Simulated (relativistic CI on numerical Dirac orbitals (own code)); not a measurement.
## Hyperfine structure of Ar V, mass number 39

Calculated at this level of theory: Dirac-Coulomb-Breit CI, KLI orbitals optimised for each configuration, model QED (radiative potential, 1s self-energy scaled to tabulated hydrogen-like ionisation energies), valence Slater integrals scaled by 0.85, P86 correlation energy added to each configuration (own radial code, finite nucleus).

Configuration list (outside the closed core [Ne]): 3s2.3p2, 3s.3p3, 3s2.3p.3d, 3p4, 3s.3p2.3d, 3s2.3p.4s, 3s2.3p.4p, 3p3.3d, 3s.3p.3d2, 3s2.3p.4d, 3s2.3d.4p, 3p3.4s, 3s2.3p.4f, 3s2.3d2, 3s.3d3, 3p2.3d2, 3p.3d3, 3p.3d2.4s, 3p.3d2.4p, 3p.3d2.4d, 3s2.3d.4s, 3s.3d2.4s. Double excitations out of closed p, d and f shells are left out; levels of such configurations are missing from the list, as are those of other unlisted configurations, and high levels can miss mixing partners. These lack a partner that the ground configuration has and come out too high: 3s2.3p.4f.

Nuclear spin I = 7/2, μ = -1.59 μN, Q = -0.116 b (tables of Stone and Pyykkö). The electronic factors are computed for point nuclear moments, without core polarisation; leaving it out makes A of s and p electrons in near-neutral atoms 20 to 40 % too small, and it can dominate for d and f shells.

```csv
Level,E (cm⁻¹),A (MHz),B (MHz)
3s2.3p2 3P_1,756.6,-23.19,-80.3
3s2.3p2 3P_2,2006.1,-447.4,161
3s2.3p2 1D_2,16149.3,-625.9,-319
3s.3p3 5S°_2,89106.7,-1840,0.0447
3s.3p3 3D°_1,124317.8,1148,-8.92
3s.3p3 3D°_2,124358.5,-885.4,-21.6
3s.3p3 3D°_3,124488.5,-1549,19.5
3s.3p3 3P°_1,142701.8,-2194,17.8
```

Levels with J = 0, under 50 % of one LS term, or S terms without an open s electron are left out. Small factors come from cancelling terms and can be off by tens of per cent or more.

At this charge configurations can still be misplaced by up to about 7 % of their energy. 33 of the 43 excited levels that our extract of the measured tables holds in this range could be paired (the sources list more); they are missed by 7222 cm⁻¹ on average and 67052 at most, and levels without a partner can miss by more.

Question: Give the hyperfine levels of 3s2.3p2 3P_2 relative to its centre of gravity.

Answer: With K = F(F + 1) − I(I + 1) − J(J + 1), E = AK/2 + B[¾K(K + 1) − I(I + 1)J(J + 1)]/[2I(2I − 1)J(2J − 1)]: F = 3/2: 4113, F = 5/2: 2922, F = 7/2: 1296, F = 9/2: -725.7, F = 11/2: -3091 MHz.

LS names give the leading component of a level, which can be under half, so a name can repeat, a term be missing and a line seem to break the LS rules.
